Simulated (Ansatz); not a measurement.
Q: Name a neutral molecule of C, Cl, Nb, O and H with HOMO–LUMO gap (PBE0/def2-TZVPP) between 6.40 and 6.70 eV and HOMO energy (PBE/def2-TZVPP) between -7.00 and -6.70 eV (Ansatz, PBE0-D4/def2-TZVP geometry).

A: `C[O][Nb]([OH])([OH])([Cl])[Cl]` (6.40 eV, -6.97 eV). Other molecules can fit too; these were computed, each in one conformer that needn't be the lowest.
